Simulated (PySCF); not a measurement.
## C6H4N2: calculation and literature

Numbering as in the mapped SMILES `[N:1]#[C:2][c:3]1[cH:4][cH:5][cH:6][n:7][cH:8]1`. Each H is labelled by its parent atom.

Published estimates (parent shift plus substituent increments) and measurements: δ ¹³C C6 154.0; C8 153.4; C4 140.1; C5 124.2; C3 109.9; δ ¹H H(C8) 8.91; H(C6) 8.85; H(C4) 8.00; H(C5) 7.50 ppm (estimated from measurements, as parent shift plus tabulated substituent increment; solution, not stated per compound (mostly CDCl3 or CCl4); Pretsch, Buehlmann, Badertscher, Structure Determination of Organic Compounds, 4th ed. (2009)).

- NMR shieldings at KT3/pcSseg-2/GIAO
- coordinates at the PBE0-D3(BJ)/def2-TZVP level
- program: PySCF
- non-relativistic Hamiltonian, no solvent, single conformer

(1) Set the calculated values beside the experiment.

(2) How far are the unscaled ¹³C shifts from the references?

(3) How far are the unscaled ¹H shifts from the references?

Results:

(1) 
Reference values: estimated from measurements, as parent shift plus tabulated substituent increment (solution, not stated per compound (mostly CDCl3 or CCl4); Pretsch, Buehlmann, Badertscher, Structure Determination of Organic Compounds, 4th ed. (2009)).
| atoms | quantity | reference | computed | computed, scaled |
| --- | --- | --- | --- | --- |
| C6 | δ ¹³C | 154.0 | 149.8 | 152.0 |
| C8 | δ ¹³C | 153.4 | 152.5 | 154.8 |
| C4 | δ ¹³C | 140.1 | 136.5 | 138.1 |
| C5 | δ ¹³C | 124.2 | 120.6 | 121.5 |
| C3 | δ ¹³C | 109.9 | 109.0 | 109.4 |
| H(C8) | δ ¹H | 8.91 | 8.99 | 8.78 |
| H(C6) | δ ¹H | 8.85 | 8.81 | 8.60 |
| H(C4) | δ ¹H | 8.00 | 7.83 | 7.65 |
| H(C5) | δ ¹H | 7.50 | 7.22 | 7.06 |

Computed shifts are σ(ref) − σ with the named reference compound (TMS for H and C) calculated as an isolated molecule at the same level. The measured values may be among those fitted. Expected solution values come from regression of measured δ (H and C: mostly CDCl3, vs TMS) on computed σ: ¹³C: δ = 186.84 − 1.043σ (rms 3.0 ppm, 507 shifts, 3.0 ppm with the 1 outlier that the fit left out); ¹H: δ = 30.77 − 0.971σ (rms 0.14 ppm, 293 shifts, 0.16 ppm with the 4 outliers that the fit left out). Occasional misses reach two or three times the rms, and more in compound classes unlike the fitted ones.

(2) Mean signed difference -2.64 ppm, mean absolute 2.64 ppm over 5 comparisons; the largest is -4.2 ppm at C6 (aromatic CH next to a ring nitrogen).

(3) Mean signed difference -0.10 ppm, mean absolute 0.14 ppm over 4 comparisons; the largest is -0.28 ppm at H(C5) (hydrogen on an aromatic CH).
